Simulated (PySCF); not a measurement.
## Electron correlation in Lu (lutetium, neutral)

[Xe] 4f14 5d1 6s1 6p1, one real determinant (an excited configuration). Computed with PySCF 2.14 in x2c-TZVPPall with one added diffuse shell each of s, p, d type (12s8p8d2f2g, 108 functions), with the spin-free X2C one-electron Hamiltonian (Gaussian nucleus). Frozen: [Kr] 4d10; 25 electrons correlated.

MP2 pair energies summed by pair of shells (mhartree):

| pair | energy | share (%) |
| --- | --- | --- |
| 4f-4f | -308.08 | 40.7 |
| 4f-5p | -219.55 | 29.0 |
| 5p-5p | -103.75 | 13.7 |
| 4f-5s | -32.38 | 4.3 |
| 5p-5d | -19.42 | 2.6 |
| 5s-5p | -18.34 | 2.4 |
| 5p-6s | -13.32 | 1.8 |
| 4f-5d | -12.01 | 1.6 |
| 4f-6s | -7.73 | 1.0 |
| 5s-5s | -5.04 | 0.7 |
| 5p-6p | -4.56 | 0.6 |
| 4f-6p | -2.96 | 0.4 |
| 5d-6s | -2.47 | 0.3 |
| 5s-5d | -2.46 | 0.3 |
| 6s-6p | -1.69 | 0.2 |
| 5d-6p | -1.69 | 0.2 |
| 5s-6s | -0.71 | 0.1 |
| 5s-6p | -0.22 | 0.0 |

Total MP2 correlation energy: -756.39 mhartree.

Same-spin part -296.03 and opposite-spin part -460.35 mhartree; SCS-MP2 scales them by 1/3 and 6/5 to -651.10 mhartree.

The reference is one real determinant that mixes LS terms of this configuration.
